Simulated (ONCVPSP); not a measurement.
Logarithmic derivatives: cerium (Ce), ONCV

- Element: cerium (Ce)
- Generator: ONCVPSP 4.0.1
- Type: optimised norm-conserving Vanderbilt (ONCV)
- Functional: LDA (Perdew-Wang 92)
- Relativity: scalar-relativistic
- Frozen core: [Kr] 4d10 4f1
- Valence charge: 11
- Reference configuration: 5s2 5p6 5d1 6s2
- Partial waves: 5s+6s: rc 2.85 bohr, ncon 4, nbas 7, qcut 5.3 1/bohr, 2 projectors; 5p: rc 2.00 bohr, ncon 4, nbas 9, qcut 4.9 1/bohr, 2 projectors, debl 0.9 Ha; 5d: rc 3.40 bohr, ncon 4, nbas 9, qcut 4.1 1/bohr, 2 projectors, debl 2.9 Ha
- Local potential: polynomial inside 1.35 bohr (lpopt 2, dvloc0 3 Ha)
- Core correction: Teter function, fcfact 5.25, rcfact 1.4

The phase is arctan(r·R′/R) of the radial function R(r), unwrapped; energies in Ha, scanned from -3 to 5 Ha. A pole is an energy at which the radial function vanishes at the test radius. The pseudo phase is shifted by a multiple of π to meet the all-electron one at the reference energy, and phase errors are pseudo minus all-electron; the curves can meet again beyond the range given. Levels narrower than the energy grid can be missing from the lists of poles.

| channel | radius (bohr) | reference energy (Ha) | poles, all-electron | poles, pseudo | unbroken range about the reference energy with phases within 0.05 rad | phase error 1 Ha above the reference energy (rad) |
| --- | --- | --- | --- | --- | --- | --- |
| s | 2.89 | -0.14 | -1.44, 1.62 | -1.44, 1.59, 3.99 | below 2.6 | -0.001 |
| p | 2.03 | -0.86 | 0.23 | 0.23 | below 2.6 | -0.000 |
| d | 3.44 | -0.12 | 0.11, 2.08 | 0.11, 2.09 | below 0.7 | +0.093 |

Phases in the s channel:

| E (Ha) | all-electron | pseudo |
| --- | --- | --- |
| -2.98 | 1.379 | 1.379 |
| -2.76 | 1.367 | 1.367 |
| -2.54 | 1.350 | 1.350 |
| -2.32 | 1.328 | 1.328 |
| -2.10 | 1.294 | 1.294 |
| -1.88 | 1.229 | 1.229 |
| -1.66 | 0.927 | 0.927 |
| -1.44 | -1.568 | -1.568 |
| -1.22 | -1.768 | -1.768 |
| -1.00 | -1.855 | -1.855 |
| -0.78 | -1.945 | -1.945 |
| -0.56 | -2.077 | -2.077 |
| -0.34 | -2.326 | -2.326 |
| -0.12 | -2.887 | -2.887 |
| 0.10 | -3.723 | -3.724 |
| 0.32 | -4.197 | -4.198 |
| 0.54 | -4.409 | -4.409 |
| 0.76 | -4.521 | -4.522 |
| 0.98 | -4.592 | -4.593 |
| 1.20 | -4.643 | -4.644 |
| 1.42 | -4.682 | -4.685 |
| 1.64 | -4.716 | -4.720 |
| 1.86 | -4.747 | -4.754 |
| 2.08 | -4.779 | -4.790 |
| 2.30 | -4.814 | -4.835 |
| 2.52 | -4.859 | -4.900 |
| 2.74 | -4.920 | -5.027 |
| 2.96 | -5.022 | -5.441 |
| 3.18 | -5.238 | -7.035 |
| 3.40 | -5.887 | -7.579 |
| 3.62 | -6.996 | -7.729 |
| 3.84 | -7.426 | -7.810 |
| 4.06 | -7.584 | -7.875 |
| 4.28 | -7.665 | -7.952 |
| 4.50 | -7.714 | -8.096 |
| 4.72 | -7.748 | -8.713 |
| 4.94 | -7.774 | -10.419 |
